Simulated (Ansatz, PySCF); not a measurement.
Harmonic wavenumber of diatomics with an s-block metal, at UKS-B3LYP/6-31G* and at FCI.

Values in cm⁻¹, from Ansatz (a quantum-chemistry and plane-wave program) and PySCF. Where two bases are given, the first is that of UKS-B3LYP/6-31G*. Full CI is exact in its basis, with frozen cores. Scans on which UKS-B3LYP/6-31G* failed, held another spin at the minimum or broke off are missing, so the means are lower bounds.

```json
[
 {"system": "LiNa singlet", "basis": "6-31G* / aug-cc-pVDZ", "UKS-B3LYP/6-31G*": "254", "FCI": "242", "UKS-B3LYP/6-31G* − FCI": "12"},
 {"system": "BrNa singlet", "basis": "6-31G* / cc-pVDZ", "UKS-B3LYP/6-31G*": "293", "FCI": "290", "UKS-B3LYP/6-31G* − FCI": "3"},
 {"system": "FNa singlet", "basis": "6-31G* / def2-SVP", "UKS-B3LYP/6-31G*": "573", "FCI": "604", "UKS-B3LYP/6-31G* − FCI": "-31"},
 {"system": "BeBr cation triplet", "basis": "6-31G* / cc-pVDZ", "UKS-B3LYP/6-31G*": "399", "FCI": "420", "UKS-B3LYP/6-31G* − FCI": "-21"},
 {"system": "BrLi triplet", "basis": "6-31G* / cc-pVDZ", "UKS-B3LYP/6-31G*": "14", "FCI": "15", "UKS-B3LYP/6-31G* − FCI": "0"},
 {"system": "BeCl cation singlet", "basis": "6-31G* / cc-pVDZ", "UKS-B3LYP/6-31G*": "1010", "FCI": "994", "UKS-B3LYP/6-31G* − FCI": "16"},
 {"system": "ClLi singlet", "basis": "6-31G* / cc-pVDZ", "UKS-B3LYP/6-31G*": "631", "FCI": "618", "UKS-B3LYP/6-31G* − FCI": "13"},
 {"system": "LiSe cation triplet", "basis": "6-31G* / aug-cc-pVDZ", "UKS-B3LYP/6-31G*": "312", "FCI": "301", "UKS-B3LYP/6-31G* − FCI": "11"},
 {"system": "BeGa anion triplet", "basis": "6-31G* / aug-cc-pVDZ", "UKS-B3LYP/6-31G*": "408", "FCI": "392", "UKS-B3LYP/6-31G* − FCI": "16"},
 {"system": "BrNa singlet", "basis": "6-31G* / cc-pVDZ", "UKS-B3LYP/6-31G*": "288", "FCI": "289", "UKS-B3LYP/6-31G* − FCI": "-1"}
]
```

Q: What do these rows say about the size and sign of the difference from FCI?

A: The mean difference from FCI is 2 cm⁻¹ (median 7) and the mean absolute one 12 cm⁻¹ (median 12); UKS-B3LYP/6-31G* lies above in 6 and below in 4 of 10 cases. It is closest for BrLi triplet (0), BrNa singlet (-1), BrNa singlet (3) and furthest off for FNa singlet (-31), BeBr cation triplet (-21), BeCl cation singlet (16).
